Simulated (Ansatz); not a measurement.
Other settings, tried on SiH(NHEt)3 (C6H19N3Si).

```yaml
crystal:
  periodic: [false, false, false]
  atoms:
    - {symbol: Si, position_ang: [0.020656, 0.047646, -0.238514]}
    - {symbol: H, position_ang: [0.048532, 0.048290, 1.266966]}
    - {symbol: N, position_ang: [1.651227, -0.005284, -0.808104]}
    - {symbol: C, position_ang: [2.797632, 0.620248, -0.178674]}
    - {symbol: C, position_ang: [3.742283, -0.373969, 0.490616]}
    - {symbol: H, position_ang: [1.878997, -0.673387, -1.539455]}
    - {symbol: H, position_ang: [3.366383, 1.232094, -0.909206]}
    - {symbol: H, position_ang: [2.424585, 1.337526, 0.575780]}
    - {symbol: H, position_ang: [3.215310, -0.941383, 1.275258]}
    - {symbol: H, position_ang: [4.607820, 0.133735, 0.947646]}
    - {symbol: H, position_ang: [4.129909, -1.100083, -0.244736]}
    - {symbol: N, position_ang: [-0.765552, 1.468316, -0.835138]}
    - {symbol: C, position_ang: [-1.969023, 2.059648, -0.282040]}
    - {symbol: C, position_ang: [-1.707866, 3.292621, 0.578637]}
    - {symbol: H, position_ang: [-0.222742, 2.089750, -1.428287]}
    - {symbol: H, position_ang: [-2.684367, 2.320614, -1.088519]}
    - {symbol: H, position_ang: [-2.480393, 1.288400, 0.322851]}
    - {symbol: H, position_ang: [-1.052785, 3.041761, 1.428623]}
    - {symbol: H, position_ang: [-2.645517, 3.717719, 0.973817]}
    - {symbol: H, position_ang: [-1.205935, 4.079195, -0.009976]}
    - {symbol: N, position_ang: [-0.854507, -1.330020, -0.803491]}
    - {symbol: C, position_ang: [-0.816488, -2.660211, -0.228508]}
    - {symbol: C, position_ang: [-2.078464, -3.026721, 0.547083]}
    - {symbol: H, position_ang: [-1.600864, -1.175127, -1.475449]}
    - {symbol: H, position_ang: [-0.633116, -3.423389, -1.012423]}
    - {symbol: H, position_ang: [0.059224, -2.716533, 0.443865]}
    - {symbol: H, position_ang: [-2.241162, -2.321841, 1.378608]}
    - {symbol: H, position_ang: [-2.018384, -4.047189, 0.960502]}
    - {symbol: H, position_ang: [-2.965411, -2.982456, -0.107730]}
basis:
  gaussian: {orbitals: def2-mTZVPP}
hamiltonian: {xc: {name: wB97X}}
scf: {lower_state_search: full}
```

```sh
$ ansatz run in.yaml --threads 4 --pin off --events-out ev --progress --plain --max-ram 6963MiB
```

It prints (some lines left out):

```
Functional definition: wB97X
2912 factors; their error is unknown
721 factors; integrals over basis functions are off by at most 5.8e-6 eV
mean field evaluation 1: about -18870.5120 eV, gradient 7.9e1 eV
mean field evaluation 2: about -18874.0906 eV, gradient 6.8e1 eV
mean field evaluation 4: about -18883.0328 eV, gradient 2.6e0 eV
mean field evaluation 8: about -18883.0476 eV, gradient 9.9e-2 eV
mean field evaluation 16: about -18883.0348 eV, gradient 2.8e-4 eV
mean field -18883.03482301 eV, -693.9387303651 hartree, gradient 1.5e-5 eV, S^2 0.000000; 0 other end points of the search recorded, 0 dependent functions left out
reference -18883.03477665 eV, -693.9387286611 hartree; 45, 45 occupied and 263, 263 virtual orbitals, 2912 factors
Total energy: -18883.03477665 eV, -693.9387286611 hartree
```

Run time 22 s (4 threads of Arm Neoverse V2 on a shared host), peak host memory 1.4 GiB.
